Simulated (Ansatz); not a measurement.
`[CH3][GeH]1[CH2][NH]1` → `C/N=[CH]\[GeH3]`  (isomerisation)

Computed with Ansatz on PBE0-D4/def2-TZVP structures; ΔE is electronic, products minus reactants. CCSD(T)/CBS is the MP2 limit (def2-TZVPP, def2-QZVPP) plus CCSD(T) − MP2 in def2-TZVPP, frozen cores. DFT in def2-TZVPP. B3LYP here is the variant with VWN-RPA as its local correlation; programs differ in this. For Ge outer-core shells are correlated without core-valence functions, which leaves a few kJ/mol of doubt a bond. Scalar relativity is left out up to krypton.

`[CH3][GeH]1[CH2][NH]1`:

Z-matrix (Å, degrees):
```
C
Ge 1 1.937
H 1 1.090 2 111.0
H 1 1.091 2 110.3 3 120.9
H 1 1.090 2 108.2 3 -119.9
C 2 1.916 1 123.7 3 100.4
N 2 1.878 1 113.5 3 152.0
H 2 1.531 1 118.0 3 -67.7
H 6 1.089 2 117.8 1 -158.5
H 6 1.087 2 120.3 1 -13.5
H 7 1.013 2 115.1 1 140.5
```

`C/N=[CH]\[GeH3]`:

```xyz
11

C    -1.495   -0.512    0.579
N    -0.470    0.081    1.390
C     0.624    0.437    0.875
Ge    1.206    0.302   -1.019
H    -2.399    0.098    0.650
H    -1.745   -1.495    0.988
H    -1.230   -0.629   -0.482
H     1.355    0.882    1.558
H     0.279    1.095   -1.955
H     1.254   -1.159   -1.495
H     2.620    0.899   -1.089
```

| level | ΔE (kJ/mol) | difference from CCSD(T)/CBS |
| --- | --- | --- |
| PBE-D4 | 10.0 | -6.8 |
| r2SCAN-D4 | 11.9 | -4.9 |
| B3LYP-D4 | -5.8 | -22.6 |
| ωB97X-V | 7.4 | -9.4 |
| ωB97M-V | 9.0 | -7.8 |
| B2PLYP | 4.5 | -12.3 |
| PBE | 10.9 | -5.9 |
| r2SCAN | 12.2 | -4.6 |
| HF/def2-TZVPP | -25.6 | -42.4 |
| MP2/def2-TZVPP | 25.9 | 9.1 |
| SCS-MP2/def2-TZVPP | 12.0 | -4.8 |
| CCSD/def2-TZVPP | 6.3 | -10.5 |
| HF/def2-QZVPP | -25.6 | -42.4 |
| SCS-MP2/def2-QZVPP | 16.0 | -0.8 |
| MP2/CBS(def2) | 34.0 | 17.2 |
| CCSD/CBS(def2) | 14.4 | -2.4 |
| CCSD(T)/CBS | 16.8 | 0 |

Largest T1 diagnostic among the species: 0.012.

From PBE to PBE0 (25 % exact exchange), in def2-TZVPP and without D4, ΔE moves by +4.2 kJ/mol. In def2-TZVPP, CCSD(T) changes the Hartree–Fock value by +34.3 kJ/mol (the triples alone add +2.4 kJ/mol) and MP2 by +51.5 kJ/mol.

CCSD(T)/CBS has its own doubt, a few kJ/mol and more with outer-core shells, so smaller differences from it don't rank the levels.
